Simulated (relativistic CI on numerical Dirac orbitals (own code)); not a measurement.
One change at a time: Bi LXX

Base calculation: Dirac-Coulomb-Breit CI, orbitals from a KLI potential per configuration, QED by a radiative potential, unscaled Slater integrals.

Configurations in the expansion (outside the closed core [Ne]): 3s2 3p2, 3s2 3p 3d, 3s 3p3, 3s2 3d2, 3p4, 3s 3p2 3d, 3p2 3d2, 3s 3p 3d2, 3p3 3d, 3s2 3d 4s, 3s2 3d 4p, 3s2 3p 4s, 3s 3p 3d 4s, 3p3 4s, 3s 3p 3d 4p, 3p3 4p. Levels of other configurations are missing.

Variants: (1) Breit term removed. Shifts of the energy above 3s2 3p2 3P_0, in eV, for the lowest level and the first level of each name with at least 55 % of one term (blank where a level changes its place among those of its configuration and J or its character, or is not in the variant):

```csv
Level,Base,Δ(1)
3s2 3p2 3P_0,0.00,0.00
3s2 3p2 3P_1,612.83,+6.75
3s2 3p2 1D_2,623.51,+7.52
3s2 3p 3d 3F°_2,867.44,+9.47
3s2 3p2 3P_2,1244.90,+14.05
3s2 3p2 1S_0,1268.73,+12.71
3s 3p3 3D°_3,1440.81,+8.98
3s 3p3 3P°_0,1452.75,+7.57
3s2 3p 3d 3P°_0,1533.58,+13.45
3s2 3p 3d 3F°_4,1634.16,+19.50
3s 3p2 3d 5D_0,1663.18,+7.77
3s2 3p 3d 3D°_3,1671.28,+19.05
3s2 3p 3d 1P°_1,1683.83,+17.91
3s 3p2 3d 3G_5,1828.46,+14.94
```

At this charge energies of transitions that change n are usually good to better than 1 %, and those within a shell (Δn = 0) to a few per cent.

Ionisation energy from the two ground configurations alone: base 8782 eV; Breit term removed 8798.15 eV. The NIST ASD value (theoretical) is 8780 eV.

LS names give the leading component of a level, which can be under half, so a name can repeat, a term be missing and a line seem to break the LS rules.
